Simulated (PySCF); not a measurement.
Vertical excitations of a molecule C₃H₅FO from PySCF 2.14.0 with TDA-PBE0/def2-SVPD, as energy in eV (oscillator strength): 6.13 (0.032), 6.85 (0.006), 7.46 (0.549), 7.52 (0.004), 7.71 (0.004), 7.95 (0.004), 8.13 (0.053), 8.60 (0.013), 9.13 (0.001), 9.28 (0.035). Lowest triplet (TDA): 4.36 eV. Geometry: r2SCAN-D4/def2-SVP. A frequency run showed that this geometry is not a minimum. One conformer was computed; it need not be the lowest.

Pick the molecule that these values belong to.
A) C[C@H](F)C=O
B) C=C(F)OC
C) O[C@H]1C[C@@H]1F
D) FC1COC1

B, C=C(F)OC
